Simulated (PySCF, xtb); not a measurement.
CH₆ClFSi₂, SMILES C[Si@@](F)([SiH3])Cl.

GFN2-xTB in xtb 6.7.1 at its own geometry gives an orbital gap of 4.54 eV and a dipole moment of 2.21 D.

Geometry: PBE0-D3(BJ)/def2-SVP. The structure was generated by enumeration; whether it is a known compound was not checked.

Problem. What does PySCF with CAM-B3LYP/def2-TZVP give? (Estimate from the structure and the level; the computed values follow.)

Solution. gap 10.37 eV (levels -9.52 and 0.85 eV), dipole 2.16 D.
